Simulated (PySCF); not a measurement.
**Dipole response of Mn (manganese, neutral)**

[Ar] 3d5 4s2, high-spin 6S determinant. Computed with PySCF 2.14 in x2c-QZVPPall with one added diffuse shell each of s, p, d, f, g type (12s8p6d5f3g, 128 functions), with scalar relativity by spin-free X2C-1e. Coupled (time-dependent) response in atomic units; α is the mean over directions.

```
method  mean α (bohr³)  C₆ (like pair)  S(−4)
   UHF           101.4            1004  13190
   PBE           73.14           691.6   3327
```

S(−4) is the Cauchy moment in α(ω) = α(0) + S(−4) ω² + …

Reference α: 68 ± 9 bohr³ (recommended; Schwerdtfeger and Nagle, table of static dipole polarizabilities (2023 update)). Published C₆: 552.0 (Chu and Dalgarno (2004); Tang, Norbeck and Certain (1976)).

Hartree-Fock lies above the reference because it lacks correlation, which contracts the outer shell.

α(iu) at UHF:

| u (hartree) | α(iu) (bohr³) |
| --- | --- |
| 0 | 101.4 |
| 0.0500 | 83.00 |
| 0.100 | 61.41 |
| 0.200 | 33.07 |
| 0.300 | 19.86 |
| 0.500 | 9.757 |
| 0.750 | 5.563 |
| 1.00 | 3.790 |
| 1.50 | 2.238 |
| 2.00 | 1.533 |
| 3.00 | 0.8727 |
| 5.00 | 0.4008 |
